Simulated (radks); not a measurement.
The numbers below are computed, except where a source is named.
The germanium anion Ge- inside a hard spherical wall (all orbitals vanish at R), configuration held at [Ar] 3d10 4s2 4p3 and not refilled when levels cross. Level of theory: non-relativistic Kohn-Sham, r2SCAN, spin-polarised, spherical densities, point nucleus; open shells are filled with parallel spins first; meta-GGA in the generalised Kohn-Sham scheme (a radial shooting solver on a logarithmic mesh with Libxc functionals). Eigenvalues in eV for spin up, with the zero of energy where the potential of the charges vanishes at infinity; a dash marks a level that is unbound or too diffuse for the functional's potential to be trusted. A positive occupied level is held by the wall or, in an anion where self-interaction has pushed it up, behind a barrier. The pressure on the wall is -dE/dV.

| R (bohr) | E (hartree) | kinetic (hartree) | e(3p) | e(3d) | e(4s) | e(4p) | e(5s, empty) | e(5p, empty) | pressure (GPa) |
|---|---|---|---|---|---|---|---|---|---|
| 15 | -2077.01093 | 2075.664 | -110.65 | -23.946 | -6.186 | 0.971 | 2.885 | 3.618 | 0.00140 |
| 12 | -2077.00989 | 2075.669 | -110.52 | -23.809 | -6.070 | 1.075 | 3.616 | 4.999 | 0.0122 |
| 10 | -2077.00686 | 2075.685 | -110.25 | -23.542 | -5.855 | 1.275 | 4.573 | 6.695 | 0.0659 |
| 7 | -2076.97448 | 2075.829 | -108.76 | -22.065 | -4.782 | 2.419 | 8.966 | 13.169 | 1.42 |
| 6 | -2076.92561 | 2076.030 | -107.36 | -20.685 | -3.828 | 3.561 | 13.048 | 18.472 | 4.98 |
| 5 | -2076.79033 | 2076.543 | -104.70 | -18.075 | -1.963 | 5.921 | 21.203 | 28.346 | 21.0 |
| 4 | -2076.36244 | 2077.990 | -99.445 | -12.963 | 2.273 | 11.385 | 39.530 | 49.250 | 111 |
| 3 | -2074.71327 | 2082.980 | -88.248 | -2.155 | 14.538 | 26.709 | 88.614 | 102.44 | 843 |
| 2.5 | -2072.13877 | 2090.457 | -77.038 | 8.786 | 30.959 | 46.226 | 147.11 | 163.60 | 2980 |
